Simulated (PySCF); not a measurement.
C4H8NSi2 (doublet state).
Geometry (GFN2-xTB, Å), atoms numbered from 1 in this order:
```xyz
15
C4H8NSi2 angstrom
C      3.637    0.601    0.207
C      2.751   -0.119   -0.169
Si     1.396   -1.227   -0.768
Si    -0.460   -0.549    0.393
N     -1.831   -1.476   -0.131
C     -0.928    1.257    0.369
C     -2.161    1.762    0.409
H      4.410    1.233    0.539
H      1.753   -2.598   -0.355
H      1.516   -1.203   -2.239
H     -1.842   -2.475   -0.014
H     -2.761   -1.104   -0.033
H     -0.096    1.949    0.421
H     -2.352    2.823    0.456
H     -3.037    1.135    0.375
```

The hyperfine couplings belong to this conformer and change with its torsions.

As a line formula: `C#C[SiH2][Si](N)C=C` [radical].

Computed with PySCF 2.14.0, UKS B3LYP, pcH-1 on C H N Si, non-relativistic, mean-field spin-orbit, GIAO. The structure is a single GFN2-xTB conformer in the gas phase; no vibrational or solvent corrections. The geometry wasn't refined by DFT: couplings that depend on bond lengths, twists or pyramidal angles can differ widely from those at the functional's own minimum, by a factor of two or more for some ions and for spin on atoms past the first row. Stability of the SCF solution: not tested.

Principal values of hyperfine tensors in MHz (contact, dipolar and spin–orbit terms together), for some of the nuclei:

```csv
atom,isotope,A1,A2,A3
Si3,29Si,-132.18,-106.41,-101.84
H10,1H,67.14,69.22,72.44
C7,13C,0.82,1.74,43.65
H12,1H,-20.57,-13.78,1.26
H15,1H,-14.55,-11.43,-4.51
H14,1H,-17.07,-10.37,-1.87
C6,13C,-4.08,12.08,18.65
N5,14N,-2.86,-2.67,21.00
```

Problem. Give the isotropic coupling of each nucleus in MHz and in mT (g = 2.0027), and the anisotropic part.

Solution. a_iso = (A1 + A2 + A3)/3, Ti = Ai − a_iso; 1 mT corresponds to 28.030 MHz. The tensors hold a spin–orbit part: the run splits a_iso into a_FC + a_SO, and T includes its anisotropic share.

```
atom  a_iso (MHz)     a_FC   a_SO  a_iso (mT)      T1      T2     T3
 Si3      -113.48  -113.61   0.13      -4.048  -18.70    7.06  11.64
 H10        69.60    69.59   0.00       2.483   -2.46   -0.38   2.84
  C7        15.41    15.44  -0.03       0.550  -14.59  -13.66  28.25
 H12       -11.03   -11.06   0.03      -0.394   -9.54   -2.75  12.29
 H15       -10.16   -10.16   0.00      -0.363   -4.39   -1.26   5.65
 H14        -9.77    -9.77   0.00      -0.349   -7.30   -0.60   7.90
  C6         8.89     8.89   0.00       0.317  -12.96    3.20   9.77
  N5         5.16     5.14   0.02       0.184   -8.02   -7.83  15.84
```

Problem. What spin density at the nucleus of H12 lies behind its contact coupling (g_N = 5.58569)?

Solution. a_FC = 800.24 MHz bohr³ × g_N × ρ(0)/(2S). With a_FC = -11.06 MHz and 2S = 1, ρ(0) = -0.002475 bohr⁻³. In magnitude that is 0.8 % of the 1/π = 0.318 of a free hydrogen atom.

Problem. Si4 (29Si, g_N = -1.11058) isn't in the table. Its spin density at the nucleus is 0.4308 bohr⁻³. What is its contact coupling?

Solution. By the same relation, a_FC = -382.9 MHz. The spin–orbit term adds +0.82 MHz. Its full tensor has the principal values -510.54, -319.67, -316.03 MHz.

Problem. Which nucleus of the table has the largest anisotropic coupling, and what is its form?

Solution. C7: -14.6, -13.7, 28.2 MHz, nearly axial, close to the ratio −1:−1:+2.

Problem. In a single crystal, with the field along each principal axis of the tensor of C7 in turn, what first-order splitting does this nucleus give (isotropic g, quadrupole terms neglected)?

Solution. 2 lines (I = 1/2), spaced by |A_i|/(g × 13.996): 0.03, 0.06, 1.56 mT along the axes of A1, A2 and A3.

Time: 1.8 min wall (grids of density and orbitals included); peak memory 1.1 GiB. Hardware: an AMD EPYC with one thread, shared host with 64 logical CPUs at a one-minute load of 59.
